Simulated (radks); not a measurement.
The numbers below are computed, except where a source is named.
Ho+, configuration [Xe] 4f11 6s1. Code: a radial shooting solver on a logarithmic mesh with Libxc functionals. Model: Dirac Kohn-Sham, LDA (Slater exchange, Perdew-Wang correlation), spin-unpolarised, spherical densities, finite nucleus; open shells fill j = l - 1/2 first; Fermi nuclear charge, rms radius 5.2022 fm.

Normalised radial functions P(r) = r R(r) (large component), r in bohr:

r	5p1/2	5p3/2	4f7/2
0.002188	0.0090	0.0030	0.0000
0.002548	0.0108	0.0040	0.0000
0.002966	0.0132	0.0053	0.0000
0.003481	0.0162	0.0071	0.0000
0.004052	0.0198	0.0093	0.0000
0.004717	0.0242	0.0122	0.0000
0.005491	0.0297	0.0160	0.0000
0.006393	0.0365	0.0208	0.0000
0.007442	0.0447	0.0270	0.0000
0.008734	0.0553	0.0352	0.0000
0.01017	0.0675	0.0450	0.0000
0.01184	0.0819	0.0570	0.0001
0.01378	0.0987	0.0716	0.0001
0.01604	0.1178	0.0887	0.0002
0.01867	0.1390	0.1085	0.0004
0.02174	0.1616	0.1305	0.0007
0.02551	0.1852	0.1550	0.0012
0.0297	0.2056	0.1779	0.0020
0.03458	0.2209	0.1980	0.0034
0.04025	0.2273	0.2118	0.0057
0.04686	0.2204	0.2151	0.0094
0.05455	0.1955	0.2030	0.0155
0.06402	0.1459	0.1685	0.0256
0.07453	0.0748	0.1122	0.0405
0.08676	-0.0167	0.0331	0.0628
0.101	-0.1203	-0.0632	0.0954
0.1176	-0.2208	-0.1645	0.1414
0.1369	-0.2971	-0.2521	0.2041
0.1606	-0.3259	-0.3045	0.2909
0.187	-0.2840	-0.2939	0.3943
0.2177	-0.1678	-0.2115	0.5163
0.2535	0.0099	-0.0621	0.6512
0.2951	0.2135	0.1282	0.7890
0.3435	0.3899	0.3131	0.9160
0.4031	0.4843	0.4414	1.0211
0.4693	0.4449	0.4521	1.0802
0.5463	0.2720	0.3347	1.0922
0.636	-0.0041	0.1053	1.0578
0.7404	-0.3255	-0.1899	0.9840
0.8619	-0.6246	-0.4893	0.8816
1.003	-0.8436	-0.7336	0.7627
1.178	-0.9515	-0.8865	0.6323
1.371	-0.9346	-0.9178	0.5128
1.596	-0.8243	-0.8500	0.4042
1.858	-0.6585	-0.7128	0.3100
2.163	-0.4771	-0.5434	0.2313
2.518	-0.3125	-0.3761	0.1676
2.955	-0.1780	-0.2285	0.1155
3.44	-0.0923	-0.1269	0.0781
4.005	-0.0418	-0.0621	0.0504
4.662	-0.0162	-0.0263	0.0307
5.427	-0.0052	-0.0094	0.0173
6.318	-0.0014	-0.0028	0.0089
7.414	-0.0003	-0.0006	0.0039
8.632	0.0000	-0.0001	0.0015
10.05	0.0000	0.0000	0.0005
11.7	0.0000	0.0000	0.0001

5p1/2: eigenvalue -36.225 eV, 3 radial nodes at r = 0.0846, 0.252, 0.635 bohr, <r> = 1.44 bohr, 90 % of the charge inside 2.13 bohr. 5p3/2: eigenvalue -31.154 eV, 3 radial nodes at r = 0.0916, 0.267, 0.673 bohr, <r> = 1.55 bohr, 90 % of the charge inside 2.30 bohr. 4f7/2: eigenvalue -9.424 eV, 0 radial nodes, <r> = 0.861 bohr, 90 % of the charge inside 1.52 bohr.
